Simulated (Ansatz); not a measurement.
A nudged elastic band was laid between two geometries of CH2OSSi (6 atoms, charge 0, multiplicity 1).

Theory: RHF/def2-SVP (Ansatz 0.2.0).

```json
{
  "movable images": "9",
  "climbing image": "yes",
  "spring": "5.0 eV/Å²",
  "optimiser": "quadratic models (default)",
  "start path": "through a guess of the saddle point",
  "force threshold": "0.05 eV/Å",
  "iteration limit": "60",
  "end points": "relaxed"
}
```

First end point:

```xyz
6
Properties=species:S:1:pos:R:3
O -0.637 -2.080 0.524
C -0.449 -0.992 0.162
Si 0.428 0.634 -0.017
S -1.427 0.147 -0.937
H 1.640 0.716 -0.844
H 0.444 1.575 1.112
```

Last end point:

```xyz
6
Properties=species:S:1:pos:R:3
O -1.107 -2.921 1.003
C -0.551 -1.968 0.932
Si 0.945 1.043 0.467
S -0.011 1.360 -1.422
H 1.041 1.120 -2.209
H -0.317 1.365 1.229
```

(1) What changes between the two ends?

(2) What energy profile does the band end with?

(3) What is the geometry of the highest image?

The band took 32 iterations and about 2.9 core-minutes.

## Answers

(1) Bonds broken: C2–Si3, C2–S4, Si3–H5. Bonds formed: S4–H5. CH2OSSi becomes CO + H2SSi.

(2) It converged. The highest image is number 3 of 0 to 10, 59.1 kcal/mol above the first end and 72.7 kcal/mol above the last; the last end lies 13.6 kcal/mol below the first. Neighbouring images differ by up to 1.2 eV, so the band resolves the path poorly. A vibrational analysis at the climbing image gives one clearly imaginary mode, 1391i cm⁻¹: a first-order saddle point. The orbitals stay closed-shell, which can raise the energy where a bond breaks towards radicals; this wasn't checked here.

| image | path coordinate (Å) | energy (kcal/mol) | C2–Si3 (Å) | C2–S4 (Å) | Si3–H5 (Å) |
| --- | --- | --- | --- | --- | --- |
| 0 | 0.00 | 0.0 | 1.86 | 1.86 | 1.47 |
| 1 | 0.48 | 8.6 | 1.86 | 1.79 | 1.45 |
| 2 | 0.97 | 37.1 | 1.89 | 1.74 | 1.44 |
| 3 | 1.45 | 59.1 | 1.93 | 1.78 | 1.56 |
| 4 | 1.97 | 37.2 | 1.94 | 1.88 | 2.06 |
| 5 | 2.49 | 30.0 | 1.91 | 2.28 | 2.26 |
| 6 | 3.02 | 3.3 | 1.99 | 2.58 | 2.46 |
| 7 | 3.54 | -9.2 | 2.15 | 2.94 | 2.66 |
| 8 | 4.06 | -11.9 | 2.64 | 3.36 | 2.68 |
| 9 | 4.58 | -13.3 | 3.14 | 3.72 | 2.68 |
| 10 | 5.11 | -13.6 | 3.39 | 4.11 | 2.68 |

(3) 
```xyz
6
Properties=species:S:1:pos:R:3:forces:R:3
O -0.796 -1.865 0.641 0.00 0.00 0.00
C -0.372 -0.903 0.137 0.00 0.00 0.00
Si 0.959 0.467 0.377 0.00 0.00 0.00
S -0.895 0.064 -1.263 0.00 0.00 0.00
H 0.790 0.754 -1.147 0.00 0.00 0.00
H 0.314 1.483 1.256 0.00 0.00 0.00
```

Run time: 2.9 min on 1 thread of Intel(R) Xeon(R) Gold 6455B (Sapphire Rapids), with other jobs on the host, peak memory 0.14 GiB.
